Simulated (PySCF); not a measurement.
# Spinor energies of Ho⁴⁶⁺ (holmium, charge +46)

Start: [Ar] 3d3; 3d3/2 filled at m_j = -1/2, +1/2, +3/2. Calculated with PySCF 2.14 in an even-tempered Gaussian basis (16 s from 11 bohr⁻², ratio 2.8; 12 p from 15 bohr⁻², ratio 2.8; 8 d from 15 bohr⁻², ratio 2.8; 3 f from 47 bohr⁻², ratio 3): generalised Hartree-Fock with the X2C-1e Hamiltonian and a Gaussian nucleus; one run each with spin-orbit coupling (SO) switched off, then screened by Boettger's factors.

```csv
spinor shell,electrons,"ε, spin-free (eV)","ε, screened SO (eV)",weight of nominal j (screened SO),"rms radius, screened SO (bohr)"
1s1/2,2,-58693.5,-58677.9,1.000,0.0236
2s1/2,2,-12189.4,-12182.9,1.000,0.0945
2p1/2,2,-11117.6,-11738.1,1.000,0.0807
2p3/2,4,-11117.6,-10850.2,1.000,0.0870
3s1/2,2,-4535.8,-4533.7,1.000,0.233
3p1/2,2,-4196.9,-4358.6,0.999,0.223
3p3/2,4,-4196.9,-4125.9,1.000,0.236
3d3/2,3,-3869.4,-3887.2,0.995,0.203
```

```json
{"quantity": "E (hartree)", "spin-free": "-10790.21175", "screened SO": "-10802.41660"}
{"quantity": "M_J", "spin-free": "3/2", "screened SO": "3/2"}
{"quantity": "⟨J²⟩", "spin-free": "6.750", "screened SO": "3.785"}
{"quantity": "⟨L²⟩", "spin-free": "12.000", "screened SO": "7.863"}
{"quantity": "⟨S²⟩", "spin-free": "3.750", "screened SO": "2.117"}
```

Each row is a mean over spinors that exchange with the open shell spreads, by up to 21.705 eV (3p1/2).

Breit and QED terms are absent; they matter most for the inner s and p1/2 levels.

Densities and radii are taken from the X2C orbitals without a picture-change correction, which distorts them close to the nucleus.

Without spin-orbit coupling the j labels of p, d and f shells carry no meaning; the spin-free column gives the mean over the occupied spinors of each nl shell, and its ⟨J²⟩ belongs to a mixture of degenerate components.
